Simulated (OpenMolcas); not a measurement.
Pd VIII.

| Property | Result |
| --- | --- |
| Program | OpenMolcas |
| Method | CASSCF |
| Basis | ANO-RCC-VTZP [7s6p4d2f1g] |
| Scalar Hamiltonian | DKH2, point nucleus |
| Active space | 3 electrons in 10 orbitals (4d 5d) |
| State averaging | 2S+1 = 4 even, 10 roots; 2S+1 = 2 even, 40 roots |
| Spin-orbit coupling | RASSI with atomic mean-field integrals over the reference wave functions, term energies averaged over their components |

Levels without dynamic correlation, in cm-1 above 4d3 4F 3/2:

```
            Level      E
      4d3 2H 11/2  31118
4d3 4P 3/2 [72 %]  19363
       4d3 2G 7/2  22477
       4d3 2P 1/2  29388
       4d3 2F 7/2  46763
```

On this reference, MS-CASPT2, IPEA 0.25 Eh, imaginary shift 0.1 Eh (closed shells correlated: 4s 4p) puts 4d3 2H 11/2 at 29040 cm-1.

Problem. Estimate the other levels at that method by one scale factor, and say how well it serves.

Solution. The factor is 29040 / 31118 = 0.933. Scaled values beside those that MS-CASPT2 gives:
| Level | Scaled | MS-CASPT2 | Miss (%) |
| --- | --- | --- | --- |
| 4d3 4P 3/2 [72 %] | 18066 | 16280 | +11.0 |
| 4d3 2G 7/2 | 20971 | 20250 | +3.6 |
| 4d3 2P 1/2 | 27419 | 25950 | +5.7 |
| 4d3 2F 7/2 | 43630 | 41340 | +5.5 |
For these levels the scaled values miss MS-CASPT2 by up to 11.0 %, as correlation changes each term by its own factor, spin-orbit parts do not scale and CASPT2 has its own spread within terms. This holds within one configuration; levels of others move differently, and the target method has errors of its own against measurement.

CASPT2 does not keep the components of a term degenerate, so their means are used; among the terms shown or strongly mixed into the levels shown the widest spread is 980 cm-1 (4d3 4F, MS-CASPT2). Active for correlation alone: 5d; no level in the range computed is led by a configuration that fills it, so any true level of that kind is missing. Without dynamic correlation excited terms often stand tens of per cent too high (terms of higher spin than the ground term too low), and those without a measured partner can miss by more than the paired ones (holds for CASSCF). Levels of configurations outside the active space are missing.

A share in square brackets marks a mixed level and gives the weight of the term that names it, the lowest over the columns.
